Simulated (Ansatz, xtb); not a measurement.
Relaxing a trial structure of CH3BBr

The starting geometry of this gas-phase doublet has its atoms placed at random.

```xyz
6

C     0.8639    0.7615   -0.3195
B     0.5334   -0.8615    0.2973
Br   -0.3766    0.4072   -1.6047
H    -1.3386    1.1832   -0.5612
H    -0.8544   -0.8682   -0.7838
H     1.6044   -0.9443    0.9111
```

Q: One run relaxed it with r2SCAN-D4/def2-SVP. What is a likely outcome?

A: It ends as a structure with Br3 bridging H4 and C1, given below by its coordinates. Distances that change by over a tenth: C1–B2 (1.77 → 1.48 Å), B2–Br3 (2.46 → 2.99 Å). Contacts that open: Br3–H5 (1.59 → 3.27 Å). Contacts that close: B2–H5 (1.76 → 1.21 Å).

The energy falls by 6.94 eV over 19 steps:

```
step  E − E(last) (eV)
   1             6.944
   3             2.416
   5             0.571
   7             0.183
   9             0.020
  11             0.014
  13             0.008
  15             0.001
  17             0.000
  19             0.000
```

Final geometry (Å):

```xyz
6

C     0.8791    0.3983   -0.6270
B     0.6429   -0.8127    0.1908
Br   -0.4381    1.3206   -1.6002
H    -1.8273    1.4366   -1.0074
H    -0.3104   -1.5361   -0.0165
H     1.4859   -1.1288    0.9994
```

From the same start GFN2-xTB reaches the same bonding as this run.

From so rough a start the end depends on the optimiser's path, so another program may land elsewhere. The end wasn't checked by frequencies. Open shells are spin-unrestricted. Run with Ansatz 0.2.0, 3 min on 1 thread of Arm Neoverse V2 (shared host).
